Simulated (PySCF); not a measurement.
Species: C₆H₆ClO₂ (doublet state).
SMILES with atom numbers: `[OH:1][C:2]1=[C:3]([OH:4])[CH:5]=[C:6]([Cl:7])[CH2:8][CH:9]1` (hydrogens: H10 on O1; H11 on O4; H12 on C5; H13, H14 on C8; H15 on C9)

Cartesian coordinates in Å at the GFN2-xTB level; atoms count from 1:
```
atom  x, y, z in Å
O1     2.1573   -1.1952   -0.2210
C2     0.9311   -0.5874   -0.0870
C3     0.9361    0.8232   -0.2635
O4     2.0893    1.4801   -0.5423
C5    -0.2660    1.5334   -0.1475
C6    -1.4281    0.8883    0.1310
Cl7   -2.8997    1.7724    0.2705
C8    -1.5329   -0.5857    0.3339
C9    -0.2087   -1.2623    0.1914
H10    2.0625   -2.1437   -0.0853
H11    2.7991    0.8237   -0.5830
H12   -0.2394    2.6023   -0.2857
H13   -2.2528   -1.0108   -0.3832
H14   -1.9587   -0.7954    1.3280
H15   -0.1933   -2.3349    0.3218
```

The hyperfine couplings belong to this conformer and change with its torsions.

Computed with UKS B3LYP, pcH-1 on C Cl H O, non-relativistic, mean-field spin-orbit, GIAO in PySCF 2.14.0. One conformer (not necessarily the lowest) at the GFN2-xTB geometry, without solvent, vibrations or thermal averaging. A GFN2-xTB geometry isn't a minimum of the functional, and hyperfine couplings can be far from their values at a DFT geometry. The SCF solution wasn't tested for stability. ⟨S²⟩ is 0.781 where a pure state has 0.75.

(1) Where do the isotropic ENDOR lines of H13/H14, H15, H12, H11 and Cl7 fall at 347.8 mT, to first order?

(2) Which pairs are centred on the nuclear Larmor frequency, and which on half the coupling?

(3) At what field would the lower line of H15 fall to zero frequency?

## Answers

(1) For S = 1/2 in fast tumbling each set of equivalent nuclei gives two lines, ν± = |νn ± a/2| to first order, with νn = g_N μN B/h and μN/h = 7.62259 MHz/T.

```
 nuclei  isotope     g_N  νn (MHz)  a_iso (MHz)  lower line (MHz)  upper line (MHz)
H13/H14       1H  5.5857     14.81       133.86             52.12             81.74
    H15       1H  5.5857     14.81       -23.68              2.97             26.65
    H12       1H  5.5857     14.81         9.93              9.84             19.77
    H11       1H  5.5857     14.81        -8.14             10.74             18.88
    Cl7     35Cl  0.5479      1.45         1.29              0.81              2.10
```

(2) Centred on νn, since |a| < 2νn: H15, H12, H11 and Cl7. Centred on |a|/2 and split by 2νn: H13/H14.

(3) Where νn = |a|/2, that is B = 11.84 MHz/(5.5857 × 7.62259 MHz/T) = 278 mT, as far as first order holds there.

Nuclei that the bonding pattern makes equivalent are averaged, as if the motion that swaps them (rotation, inversion, ring flip) were fast.

Main isotope only: 35Cl (natural samples also hold 24 % 37Cl, magnetic too, which adds its own pattern).

The largest Mulliken spin populations are on C3 (+0.46), C6 (+0.40), C9 (+0.36) and C5 (-0.20). Three atoms exceed +0.15.

The run took 1.8 min of wall time (with the writing of density and orbital grids) on one thread of an Arm Neoverse V2, shared host, and the process peaked at 0.97 GiB of memory.
